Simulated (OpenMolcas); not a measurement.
Mn²⁺.

* Program: OpenMolcas 26.06
* Basis: ANO-RCC-VDZP [5s4p2d1f]
* Scalar Hamiltonian: DKH2, point nucleus
* Active space: 5 electrons in 5 orbitals (3d)
* State averaging: 2S+1 = 6 even, 1 root; 2S+1 = 4 even, 24 roots; 2S+1 = 2 even, 75 roots
* Spin-orbit coupling: state interaction with AMFI integrals over the reference wave functions, term energies averaged over their components

Two sets of levels on these reference wave functions, in cm⁻¹ above 3d⁵ ⁶S_5/2: one from CASSCF and one from MS-CASPT2, IPEA 0.25 Eh, imaginary shift 0.1 Eh (closed shells correlated: 3s 3p).

```json
{"Level": "3d⁵ ⁶S_5/2", "Set 1": "0.0", "Set 2": "0.0"}
{"Level": "3d⁵ ⁴G_5/2", "Set 1": "31870", "Set 2": "28900"}
{"Level": "3d⁵ ⁴G_7/2", "Set 1": "31890", "Set 2": "28920"}
{"Level": "3d⁵ ⁴G_11/2", "Set 1": "31890", "Set 2": "28920"}
{"Level": "3d⁵ ⁴G_9/2", "Set 1": "31890", "Set 2": "28930"}
{"Level": "3d⁵ ⁴P_5/2", "Set 1": "36640", "Set 2": "31160"}
{"Level": "3d⁵ ⁴P_3/2", "Set 1": "36680", "Set 2": "31200"}
{"Level": "3d⁵ ⁴P_1/2", "Set 1": "36730", "Set 2": "31230"}
{"Level": "3d⁵ ⁴D_7/2", "Set 1": "39640", "Set 2": "34680"}
{"Level": "3d⁵ ⁴D_1/2", "Set 1": "39690", "Set 2": "34720"}
{"Level": "3d⁵ ⁴D_3/2", "Set 1": "39720", "Set 2": "34750"}
{"Level": "3d⁵ ⁴D_5/2", "Set 1": "39730", "Set 2": "34750"}
{"Level": "3d⁵ ²I_11/2", "Set 1": "45320", "Set 2": "42300"}
{"Level": "3d⁵ ²I_13/2", "Set 1": "45350", "Set 2": "42350"}
{"Level": "3d⁵ ²D_5/2(1) [73 %]", "Set 1": "51000", "Set 2": "44180"}
{"Level": "3d⁵ ²D_3/2(1)", "Set 1": "51400", "Set 2": "44510"}
```

Task: Which set is which?

Result: Set 2 is MS-CASPT2. Its levels of the other terms of 3d⁵ lie at 0.85 to 0.93 of the other set's values, as expected, since terms of lower spin or lower L gain more correlation energy than the Hund ground term. Against 10 measured levels (Corliss and Sugar, J. Phys. Chem. Ref. Data 6, 1253 (1977)) the mean absolute deviation is 2500 cm-1 with it and 7100 cm-1 without; single levels miss by up to 3200 cm-1 with it.

CASPT2 breaks the degeneracy within a term, and the mean is taken; among the terms shown or strongly mixed into the levels shown the widest spread is 210 cm-1 (3d⁵ ²I, MS-CASPT2). Without dynamic correlation excited terms often stand tens of per cent too high (terms of higher spin than the ground term too low), and those without a measured partner can miss by more than the paired ones (holds for CASSCF). Blocks of more than 70 roots (2S+1 = 2 even) ran without multistate coupling (holds for MS-CASPT2). Computed and measured levels are paired by configuration, term and J; levels that our copy of the source lacks, or whose pairing is in doubt (as where it misses far off the trend of its configuration), stay unpaired and out of the deviations. Only configurations of the active space appear. Levels that lie high or do not pair safely by name in every column are left out.

A share in square brackets marks a mixed level and gives the weight of the term that names it, the lowest over the columns. A number in round brackets counts repeated terms of one configuration in the order of the reference energies.
